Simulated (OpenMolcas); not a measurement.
Computed levels of 2s² 2p⁴ in ions with 8 electrons, in cm-1 above ³P₂.

```yaml
Program: OpenMolcas
Method: SS-CASPT2, IPEA 0.25 Eh, imaginary shift 0.1 Eh
Basis: ANO-RCC-VTZP
Scalar_Hamiltonian: DKH2, point nucleus
Spin-orbit_coupling: state interaction with AMFI integrals over the reference wave functions, term energies averaged over their components
```

Active space for each ion: 6 electrons in 4 orbitals (2s 2p); closed shells correlated by CASPT2: 1s.

```csv
Level,O,Ne2+
³P₁,149,601
³P₀,222,886
¹D₂,15860,26250
¹S₀,33320,55840
```

Question: Estimate ³P₀, ¹D₂, ¹S₀ for F+ from its neighbours O and Ne2+.

Answer: ³P₀ is fine structure, which grows about as the fourth power of a screened charge, so the fourth roots are averaged: ((222^0.25 + 886^0.25) / 2)^4 = 471. The calculation gives 479, so the estimate is off by -1.7 %; the measured value is 490 (NIST Handbook of Basic Atomic Spectroscopic Data).
¹D₂ is another term, which grows about linearly with the charge: (15860 + 26250) / 2 = 21055. The calculation gives 21040, so the estimate is off by +0.1 %; the measured value is 20873 (NIST Handbook of Basic Atomic Spectroscopic Data).
¹S₀ is another term, which grows about linearly with the charge: (33320 + 55840) / 2 = 44580. The calculation gives 44660, so the estimate is off by -0.2 %; the measured value is 44918 (NIST Handbook of Basic Atomic Spectroscopic Data).

CASPT2 breaks the degeneracy within a term, and the mean is taken; among the terms shown or strongly mixed into the levels shown the widest spread is 120 cm-1 (2s² 2p⁴ ¹D, O). Computed and measured levels are paired by configuration, term and J; levels that our copy of the source lacks, or whose pairing is in doubt (as where it misses far off the trend of its configuration), stay unpaired and out of the deviations. Only configurations of the active space appear.
